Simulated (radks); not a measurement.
Task: The table gives one normalised radial function P(r) = r R(r) of Rb in [Kr] 5s1 (r in bohr). Method: scalar-relativistic Kohn-Sham, BLYP, spin-polarised, spherical densities, point nucleus; open shells are filled with parallel spins first (spin-orbit coupling, left out, can overturn this in heavy ions); computed with a radial shooting solver on a logarithmic mesh with Libxc functionals.

r           P
0.003863   0.0192
0.006046   0.0270
0.009463   0.0361
0.01481    0.0439
0.02337    0.0446
0.03658    0.0284
0.05725   -0.0116
0.0896    -0.0622
0.1402    -0.0709
0.2195     0.0136
0.3436     0.1162
0.5421     0.0473
0.8484    -0.1569
1.328     -0.1737
2.078      0.1190
3.253      0.4272
5.092      0.4596
7.969      0.2337
12.57      0.0474

Which n and l does it have? It may be an empty orbital.

Result: n = 5, l = 0: the number of nodes gives n - l - 1 = 4, the rise at small r (about r^(l+1), flatter next to the nucleus through relativity) gives l, and the extent must fit the shell. The curve is that of 5s up; the table hardly tells the two spins apart. 5s up: eigenvalue -2.319 eV, 4 radial nodes at r = 0.0514, 0.209, 0.604, 1.79 bohr, <r> = 5.10 bohr, 90 % of the charge inside 7.67 bohr.
